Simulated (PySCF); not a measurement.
## Excitation energies in several basis sets

Species: CH3NOSi.
InChI=1S/CH3NOSi/c2-1-4-3/h3H,4H2

TDDFT with PBE0 (PySCF), vertical singlets, core orbitals frozen in the response, spherical d and f functions. Isolated species at its PBE0-D3(BJ)/def2-SVP geometry (one conformer only).

| basis | functions | diffuse | S1 (eV) | S2 (eV) | S3 (eV) | S4 (eV) | S5 (eV) | LUMO (eV) | α (au) |
| --- | --- | --- | --- | --- | --- | --- | --- | --- | --- |
| 6-31G* | 66 | no | 6.75 | 7.10 | 7.34 | 7.52 | 7.77 | -0.84 | 34.9 |
| def2-SVP | 75 | no | 6.79 | 7.15 | 7.37 | 7.50 | 7.78 | -0.88 | 36.6 |
| 6-31+G* | 82 | yes | 6.65 | 7.01 | 7.24 | 7.43 | 7.66 | -1.30 | 40.3 |
| def2-SVPD | 111 | yes | 6.67 | 7.08 | 7.25 | 7.38 | 7.67 | -1.24 | 44.8 |
| aug-cc-pVDZ | 123 | yes | 6.63 | 6.99 | 7.20 | 7.36 | 7.64 | -1.30 | 45.7 |
| def2-TZVP | 148 | no | 6.62 | 7.03 | 7.19 | 7.33 | 7.64 | -1.21 | 42.0 |
| def2-TZVPD | 184 | yes | 6.59 | 6.99 | 7.15 | 7.29 | 7.59 | -1.32 | 45.6 |
| aug-cc-pVTZ | 257 | yes | 6.60 | 6.98 | 7.16 | 7.31 | 7.60 | -1.33 | 45.8 |

Compare the sets with the largest diffuse one.

States are compared by their number. Against the largest diffuse basis here (aug-cc-pVTZ, itself not a converged limit), sets without diffuse functions differ by up to 0.19 eV in S1 and 0.18 eV in S5; the smaller diffuse sets differ by up to 0.07 and 0.08 eV. State by state, the largest deviation of a set without diffuse functions is S1 0.19, S2 0.17, S3 0.21, S4 0.21, S5 0.18 eV. The same number needn't mean the same state in each row. Against aug-cc-pVTZ the polarisability deviates by -24% in 6-31G*, -20% in def2-SVP, -12% in 6-31+G*, -2% in def2-SVPD, 0% in aug-cc-pVDZ, -8% in def2-TZVP, -1% in def2-TZVPD. A single + in a Pople set puts diffuse functions on heavy atoms only.
